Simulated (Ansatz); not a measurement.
This geometry of Cl₂FH₅HfO₂Si (12 atoms, charge 0, multiplicity 1) is a first-order saddle point.

All numbers below come from Ansatz, RHF/def2-SVP.

```xyz
12
Properties=species:S:1:pos:R:3
Hf 0.323 -0.581 0.159
Cl -0.059 -0.239 2.959
Cl 1.513 -1.009 -1.872
F -0.120 1.270 -0.044
O -1.206 -1.747 0.033
Si -2.503 -2.771 -0.092
H -2.683 -3.490 1.187
H -3.720 -1.992 -0.400
H -2.250 -3.748 -1.173
O 1.854 -1.202 1.405
H 2.725 -1.567 1.339
H 1.174 -0.830 2.500
```

Problem. Which two structures does it join? (They come from a converged band through this point; their orientation in space is the band's.)

Solution. Bonds broken: Hf1–Cl2, O10–H12. Bonds formed: Cl2–H12. Cl2FH5HfO2Si becomes ClFH4HfO2Si + ClH.

First end point:

```xyz
12
Properties=species:S:1:pos:R:3
Hf 0.089 -0.214 0.334
Cl 0.286 0.763 2.547
Cl 1.878 -0.370 -1.297
F -0.861 1.228 -0.484
O -1.221 -1.625 0.208
Si -2.409 -2.765 0.044
H -2.642 -3.421 1.350
H -3.660 -2.128 -0.417
H -1.981 -3.782 -0.941
O 1.546 -1.755 1.392
H 2.298 -2.122 0.942
H 1.725 -1.713 2.324
```

Last end point:

```xyz
12
Properties=species:S:1:pos:R:3
Hf 0.498 -0.625 -0.250
Cl -0.362 -0.398 3.211
Cl 1.227 -0.742 -2.529
F 0.091 1.223 0.082
O -1.075 -1.757 -0.115
Si -2.409 -2.719 0.038
H -2.483 -3.250 1.417
H -3.628 -1.932 -0.249
H -2.320 -3.849 -0.912
O 1.955 -1.274 0.839
H 2.783 -1.616 1.122
H 0.770 -0.965 3.350
```

Problem. How far does it lie above each of them?

Solution. 1.44 eV above the first and 0.37 eV above the second. This is the barrier of this one path; another mechanism may lie lower. The orbitals stay closed-shell, which can raise the energy where a bond breaks towards radicals; this wasn't checked here.

The run took 5.1 min on 4 threads of Intel(R) Xeon(R) 6975P-C (Granite Rapids) (shared host), peak memory 0.51 GiB.
